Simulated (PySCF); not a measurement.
## C5H10NO: g tensor and hyperfine couplings

Species: C5H10NO (doublet state).
Atom-mapped SMILES: `[CH2:1][C@@H:2]([CH3:3])[C:4](=[O:5])[NH:6][CH3:7]` (hydrogens: H8, H9 on C1; H10 on C2; H11, H12, H13 on C3; H14 on N6; H15, H16, H17 on C7)

Structure used (GFN2-xTB), in Å, numbered top down from 1:
```
atom  x, y, z in Å
C1    -1.4087   -1.2118    0.6958
C2    -0.9599   -0.2620   -0.3286
C3    -2.0109    0.7818   -0.6887
C4     0.2612    0.4322    0.3339
O5     0.1742    1.4694    0.9494
N6     1.4078   -0.2684    0.1996
C7     2.6452    0.1383    0.8214
H8    -2.0902   -0.8865    1.4569
H9    -0.8893   -2.1394    0.8455
H10   -0.6063   -0.7810   -1.2273
H11   -2.2765    1.3525    0.1968
H12   -1.6207    1.4696   -1.4350
H13   -2.9010    0.2969   -1.0818
H14    1.4056   -1.1353   -0.3127
H15    2.4576    1.0777    1.3382
H16    2.9814   -0.6094    1.5429
H17    3.4232    0.2877    0.0705
```

The hyperfine couplings belong to this conformer and change with its torsions.

Method: PySCF, UKS B3LYP, pcH-1 on C H N O, non-relativistic, mean-field spin-orbit, GIAO. Geometry: GFN2-xTB, one conformer, isolated molecule. Couplings are sensitive to structure, and on GFN2-xTB geometries they can be far from those on DFT ones. Stability of the SCF solution: not tested.

| Item | Value |
| --- | --- |
| g1, g2, g3 | 2.00215, 2.00302, 2.00322 |
| g_iso | 2.00279 |
| Form of g | rhombic: the two nearest values differ by 18 % of g3 − g1 |
| ⟨S²⟩ | 0.7541 (exact 0.7500) |
| α and β electrons | 28, 27 |
| HOMO–LUMO gap, α and β orbitals | 6.31, 5.17 eV |

Hyperfine couplings atom by atom, in MHz; T1 to T3 are the principal values of the dipolar part:

| atom | isotope | a_iso | T1 | T2 | T3 | Mulliken spin population |
| --- | --- | --- | --- | --- | --- | --- |
| C1 | 13C | 98.3 | -79.1 | -78.3 | 157.5 | 1.05 |
| C2 | 13C | -29.6 | -3.0 | 0.6 | 2.4 | -0.08 |
| C3 | 13C | 11.0 | -1.9 | -1.8 | 3.7 | 0.01 |
| C4 | 13C | 85.7 | -6.4 | -6.1 | 12.5 | 0.04 |
| O5 | 17O | -2.4 | -14.3 | 5.4 | 8.9 | 0.03 |
| N6 | 14N | 0.6 | -1.2 | -0.8 | 2.0 | 0.01 |
| C7 | 13C | 0.1 | -0.5 | -0.3 | 0.8 | 0.00 |
| H8 | 1H | -59.6 | -38.1 | -0.2 | 38.3 | -0.04 |
| H9 | 1H | -58.4 | -38.0 | -0.4 | 38.4 | -0.04 |
| H10 | 1H | 46.4 | -4.8 | -4.1 | 9.0 | 0.02 |
| H11 | 1H | -2.1 | -2.9 | -2.5 | 5.4 | 0.00 |
| H12 | 1H | 0.6 | -1.9 | -1.6 | 3.6 | 0.00 |
| H13 | 1H | -2.2 | -4.0 | -2.4 | 6.4 | 0.00 |
| H14 | 1H | -1.5 | -2.7 | -1.1 | 3.8 | 0.00 |
| H15 | 1H | 0.2 | -1.1 | -0.9 | 2.0 | 0.00 |
| H16 | 1H | 3.5 | -1.0 | -0.7 | 1.8 | 0.00 |
| H17 | 1H | 0.4 | -0.8 | -0.7 | 1.6 | 0.00 |

Largest spin populations (Mulliken): C1 (+1.05) and C2 (-0.08). No atom but C1 exceeds +0.15. The positive populations add up to 1.17 and the negative ones to -0.17, together 2S = 1. The angles at C1 add up to 358.2°, so it is nearly planar; its axial dipolar tensor and the negative couplings of its protons fit spin in a p orbital normal to that plane.

Axes: g2 points within 13° of the C1–C2 bond.

Under fast tumbling the dipolar parts average out, and these isotropic splittings remain: 2 × 1H (H8/H9, I = 1/2, 3 lines) with 2.11 mT, 1 × 1H (H10, I = 1/2, 2 lines) with 1.65 mT, 1 × 1H (H14, I = 1/2, 2 lines) with 0.05 mT, 3 × 1H (H15/H16/H17, I = 1/2, 4 lines) with 0.05 mT and 3 × 1H (H11/H12/H13, I = 1/2, 4 lines) with 0.04 mT.

Nuclei that the bonding pattern makes equivalent are averaged, as if the motion that swaps them (rotation, inversion, ring flip) were fast.

The 13C coupling of C1 (98.3 MHz) shows only in satellite lines or after enrichment, since that isotope makes up about 1.07 % of natural carbon.

Examples of negative spin density at the nucleus (bohr⁻³): C2 (-0.0263) and H8/H9 (-0.0132).

On an Arm Neoverse V2 with one thread, shared host with 192 logical CPUs at a one-minute load of 84, this took 52 s (with the writing of density and orbital grids) and 1.0 GiB of memory at its peak.
